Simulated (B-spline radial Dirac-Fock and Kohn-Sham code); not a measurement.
The computed values come from a B-spline atomic structure program: the Dirac equation of a negative muon with reduced mass in the field of a spherical finite nucleus, with the Uehling potential to all orders; nuclear polarisation, deformation, hyperfine structure, self-energy, higher-order vacuum polarisation, relativistic recoil and electron screening are left out. The nuclear charge is a Fermi distribution (skin thickness 2.3 fm).

Q: A muonic atom of atomic mass 15.99 u emits these computed lines: 2p3/2 → 1s1/2 133.5 keV, 3d5/2 → 2p3/2 24.89 keV, 4f7/2 → 3d5/2 8.698 keV, 5g9/2 → 4f7/2 4.024 keV. Which element is it, and what rms charge radius was used?

A: Oxygen (Z = 8, nuclide ¹⁶O); the high transitions hardly feel the nucleus and fix Z. The 2p → 1s line lies 0.6816 keV below the value for a point nucleus without QED, which for this nuclear model gives a radius near 2.70 fm (2.6991 fm was used).
